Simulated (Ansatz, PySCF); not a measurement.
Molecule: GaCl₂, net charge 1, singlet state. 
Coordinates optimised at B3LYP-D3(BJ)/def2-TZVP (Ansatz, an electronic-structure program):
```xyz
3

Ga     0.0000     0.0000     0.0000
Cl     0.0000     0.0000     2.0381
Cl     0.0000     0.0000    -2.0381
```
Charge +1, spin multiplicity 1.

Total electronic energies in hartree. Correlated levels leave the core frozen unless marked. Spin-orbit coupling is left out. The frozen core is the preceding noble-gas configuration, with the filled d and f shells of earlier blocks. No relativistic terms. CBS(X,Y): correlation extrapolated as X^-3; Hartree-Fock from the larger set. The bracket is a focal-point correction in the basis named.

| level | program | energy (Eh) |
|---|---|---|
| HF/def2-SVPD | Ansatz | -2841.53193 |
| RI-HF/def2-QZVPP | Ansatz | -2842.15550 |
| SVWN5/def2-TZVPD | Ansatz | -2839.09108 |
| PBE/def2-TZVPD | Ansatz | -2844.40192 |
| PBE-D3(BJ)/def2-TZVPD | Ansatz + dftd3 | -2844.40439 |
| PBE-D4/def2-TZVPD | Ansatz + dftd4 | -2844.40457 |
| BLYP-D3(BJ)/def2-TZVPD | Ansatz + dftd3 | -2845.14336 |
| revPBE-D3(BJ)/def2-TZVPD | Ansatz + dftd3 | -2844.76572 |
| B97M-V/def2-TZVPD | Ansatz | -2844.45797 |
| PBE0/def2-TZVPD | Ansatz | -2844.51172 |
| PBE0/def2-QZVPP | Ansatz | -2844.58067 |
| PW6B95-D3(BJ)/def2-TZVPD | PySCF + dftd3 | -2846.73129 |
| HSE06-D4/def2-TZVPD | Ansatz + dftd4 | -2844.49891 |
| HSE06/def2-TZVPD | Ansatz | -2844.49673 |
| wB97X-V/def2-TZVPD | Ansatz | -2844.74863 |
| B2GP-PLYP-D4/def2-TZVPD | Ansatz + dftd4 | -2844.15619 |
| RPA@PBE/def2-QZVPP | Ansatz | -2842.87101 |
| RI-MP2/def2-TZVPP | Ansatz | -2842.50981 |
| RI-MP2/def2-QZVPP | Ansatz | -2842.61579 |
| CCSD(T)/def2-TZVPP | Ansatz | -2842.56331 |
| RI-MP2/CBS(def2-TZVPP,def2-QZVPP)+[CCSD(T)-MP2]/def2-SVP | Ansatz | -2842.6806 |
| RI-MP2/CBS(def2-TZVPPD,def2-QZVPPD)+[CCSD(T)-MP2]/def2-TZVPPD | Ansatz | -2842.6985 |
| CCSD(T)/CBS(def2-TZVPPD,def2-QZVPPD) | Ansatz | -2842.6990 |

Totals of different functionals don't rank their quality; only differences between species are comparable.
